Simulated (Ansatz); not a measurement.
Several settings on one geometry of Sr₃⁺ (that of the charge 1 doublet, r2SCAN/def2-TZVP). Ansatz on 4 threads of Arm Neoverse V2 on a shared host; times are rough.

```xyz
3

Sr   -1.038    0.939    4.086
Sr    1.106   -0.930   -4.070
Sr   -0.068   -0.009   -0.016
```

Totals from different functionals, basis sets or treatments of relativity can't be compared as stabilities.

In the def2 sets Sr takes a core potential; there is no spin–orbit coupling.

The spins typed aren't always the lowest for that charge.

(1) Give the basis size and estimate the energy, ⟨S²⟩ and time of these runs.

| run | method | charge | state | further keys |
| --- | --- | --- | --- | --- |
| 1 | UKS r2SCANh/def2-mTZVP | 1 | doublet | point_charges: [{charge: -1.00, position_ang: [4.981, 0.774, -0.310]}]; scf: {omitted_lower_state_checks: [starts]} |
| 2 | UKS r2SCAN0/def2-SVPD | 1 | doublet | fitting: {mean_field: def2-universal-jkfit}; scf: {lower_state_search: light} |
| 3 | RKS revPBE/def2-SVPD | 2 | singlet | scf: {omitted_lower_state_checks: [starts]}; forces asked |
| 4 | UKS r2SCAN50/def2-SVPD | 1 | doublet | – |

Answers

(1) 
```tsv
run	functions	energy (Eh)	⟨S²⟩	wall time
1	99	-92.0116	0.98	6.5 s
2	78	-91.8561	1.00	6 s
3	78	-91.6963	–	1 s
4	78	-91.8072	1.03	7.5 s
```

At UKS r2SCANh/def2-mTZVP, UKS r2SCAN0/def2-SVPD, UKS r2SCAN50/def2-SVPD the charge 1 doublet is spin-contaminated (final ⟨S²⟩ up to 1.03, 0.75 for a pure state).
